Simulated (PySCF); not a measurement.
Computed IR spectrum (relative IR intensity) of a molecule C₅H₉F. Coordinates come from a PBE-D3(BJ)/def2-SVP optimisation. The values are those of a single conformer. Calculation: PBE-D3(BJ)/def2-SVP run with PySCF. Frequencies are harmonic and unscaled.

ν (cm⁻¹): 199 (w), 261 (vw), 320 (w), 452 (w), 569 (w), 783 (w), 797 (s), 846 (m), 925 (m), 936 (m), 1014 (m), 1032 (s), 1082 (w), 1122 (s), 1140 (s), 1149 (w), 1188 (s), 1270 (vw), 1303 (m), 1350 (w), 1354 (w), 1412 (m), 1421 (m), 1459 (s), 2963 (vs), 2972 (vs), 3047 (s), 3050 (vs), 3055 (vw), 3066 (m), 3072 (m), 3079 (vs) (against the strongest line: vs over 80 %, s over 45 %, m over 15 %, w over 4 %, vw less)

Problem. Which structure fits?
A. C[C@@H]1C(F)[C@H]1C
B. C[C@@H]1CC[C@H]1F
C. CC[C@@H]1C[C@@H]1F
D. CC(C)=C(C)F

Solution. A, C[C@@H]1C(F)[C@H]1C
